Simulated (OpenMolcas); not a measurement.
Pd3+ (d7) among equal point charges was computed by CASSCF with the d shell active (OpenMolcas, ANO-RCC-VTZP on the metal). Its lowest spin-free states, and all those of the highest spin:

| 2S+1 | Degeneracy | E (cm-1) |
| --- | --- | --- |
| 4 | 1 | 0.0 |
| 4 | 3 | 3494 |
| 4 | 3 | 6108 |
| 2 | 2 | 17993 |
| 2 | 3 | 18373 |
| 4 | 3 | 19136 |
| 2 | 1 | 19354 |
| 2 | 3 | 20249 |
| 2 | 3 | 23496 |
| 2 | 3 | 23738 |
| 2 | 2 | 25215 |
| 2 | 3 | 25975 |

Q: Is the site octahedral, tetrahedral or cube-like, axial, or of lower symmetry?

A: The states with 2S+1 = 4 have orbital degeneracies 1, 3, 3, 3. Threefold states need a cubic site. For d7 at this spin an octahedron puts the threefold T1 below the threefold T2 and a tetrahedron or cube puts the single A2 below the threefold T2, so the site is a tetrahedron or a cube, which this pattern cannot tell apart. The first gap at this spin, 3490 cm-1, is |10Dq| in ligand-field theory. The run had Pd3+ among 4 point charges of -2 e arranged as a tetrahedron (Td), 1.84 Å from the ion.

Without dynamic correlation the repulsion within the d shell is too large (B by tens of per cent), so at a given field states of lower spin stand too high. This is an electrostatic model: the charges have no orbitals. No measured value stands beside these numbers.
